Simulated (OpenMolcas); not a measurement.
# F5+: effect of the basis set

```
Program             : OpenMolcas
Method              : SS-CASPT2, IPEA 0.25 Eh, imaginary shift 0.1 Eh (closed shells correlated: 1s)
Active space        : 2 electrons in 4 orbitals (2s 2p)
State averaging     : 2S+1 = 3 even, 3 roots; 2S+1 = 1 even, 7 roots (6 in the spin-orbit step); 2S+1 = 3 odd, 3 roots; 2S+1 = 1 odd, 3 roots
Spin-orbit coupling : RASSI with atomic mean-field integrals over the reference wave functions, term energies averaged over their components
```

A. ANO-RCC-VDZP [3s2p1d], DKH2, point nucleus; CASPT2 step about 1.5 core-seconds
B. ANO-RCC-VTZP [4s3p2d1f], DKH2, point nucleus; CASPT2 step roughly 1.2 core-seconds
C. ANO-L-VTZP [4s3p2d1f], non-relativistic, point nucleus; CASPT2 step about 1.3 core-seconds
D. ANO-R2 [4s4p2d1f], X2C, finite nucleus; CASPT2 step of the order of 1.5 core-seconds
E. ANO-R3 [4s4p2d1f], X2C, finite nucleus; CASPT2 step about 1.1 core-seconds
F. ANO-RCC-VQZP [5s4p3d2f1g], DKH2, point nucleus; CASPT2 step roughly 1.6 core-seconds

Energies in cm⁻¹ above 2s² ¹S₀, the measured ground level; measured values from Moore, Atomic Energy Levels, vol. I, NSRDS-NBS 35 (1971 reprint of NBS Circular 467, 1949).

```
     Level       A       B       C       D       E       F  Measured
   2s² ¹S₀     0.0     0.0     0.0     0.0     0.0     0.0       0.0
2s 2p ³P°₀  118170   96720   95820   96990   96990   96640          
2s 2p ³P°₁  118380   96990   96100   97270   97270   96920     96861
2s 2p ³P°₂  118790   97550   96660   97820   97820   97490     97437
2s 2p ¹P°₁  209680  189910  189210  189530  189530  188540          
   2p² ³P₀  294940  252180  250470  252210  252210  251800          
   2p² ³P₁  295140  252450  250740  252480  252480  252070    251635
   2p² ³P₂  295550  253000  251290  253020  253020  252620    252145
```

Deviations, from unrounded energies. A percentage is the sum of absolute deviations over the sum of measured energies, with the sign that they share, or ± where signs differ.

```tsv
Against measurement	Levels	A	B	C	D	E	F
mean absolute deviation (cm-1)	4	32000	480	820	630	630	260
other configurations (%)	4	+18.6	+0.3	-0.5	+0.4	+0.4	+0.1
```

F lies closest to measurement on these levels and A furthest from it. The largest miss of F in the table is 2p² ³P₂, by +480 cm-1. The ranking rests on the paired levels alone, and a cruder setting can come out closer through cancelling errors.

Among A to F the level of the table that moves most is 2p² ³P₀, by 44000 cm-1 (lowest in C, highest in A). Moves below CASPT2's spread within the term are not significant.

The basis is small and was not contracted for so high a charge (holds for A). Measured partners are found by configuration, term and J. A level has none where our copy of the source lacks it or the pairing is in doubt (some pairs that miss far off the trend of their configuration count as doubtful), and it then counts in no deviation. Only configurations of the active space appear. Levels that lie high or do not pair safely by name in every column are left out.

° marks odd parity.
